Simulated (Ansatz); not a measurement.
Reaction (SMILES): C/C=C\CCC -> [H]/[C]=C/CCC + [CH3] (CH3) (the C-C bond at the site shown breaks; other sites are not compared here)
Geometries: B3LYP-D3(BJ)/def2-TZVP minima from Ansatz (a first-principles code), one conformer each, not searched for the lowest. Markedly spin-contaminated UHF reference, which strains HF, MP2 and, less, CCSD(T): [H]/[C]=C/CCC.

Quantity: bond dissociation energy (electronic energy difference), in kJ/mol. Valence correlation only, unless marked. Open shells are spin-unrestricted. No spin-orbit coupling. No relativistic terms. Basis-set limits of correlation are two-point, X^-3; Hartree-Fock from the larger set.

CCSD(T)/CBS(cc-pVTZ,cc-pVQZ) (Ansatz) gives 447.0 kJ/mol.

**Question.** Another calculation gave 429.9 kJ/mol. Which level was it?
A. LC-wPBE/def2-TZVPD (Ansatz)
B. r2SCAN/def2-TZVPD (Ansatz)
C. SVWN5/def2-TZVPD (Ansatz)
D. wB97M-V/def2-TZVPD (Ansatz)

**Answer.** A, LC-wPBE/def2-TZVPD (Ansatz). The others give 449.0 (wB97M-V), 409.7 (r2SCAN), 516.4 (SVWN5) kJ/mol.
